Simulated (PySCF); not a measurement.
[Y(Cl)2(F)] (charge 0, multiplicity 1)

Computed with PBE-D3(BJ)/def2-TZVP // r2SCAN-D4/def2-SVP (PySCF).

The HOMO is -7.66 eV. The dipole moment is 0.62 D, the HOMO–LUMO gap is 4.12 eV and the LUMO is -3.54 eV. The charge on the central atom (Mulliken) comes out as 1.26 e. The total energy is -1058.4447 Ha and the cost is around 60 core-seconds (rough).

```xyz
4

Y      0.0060     0.0309    -0.0180
Cl     1.8042    -0.7063    -1.5222
Cl    -2.2690     0.5068    -0.8161
F      0.4028     0.2432     1.9059
```
Charge 0, spin multiplicity 1.
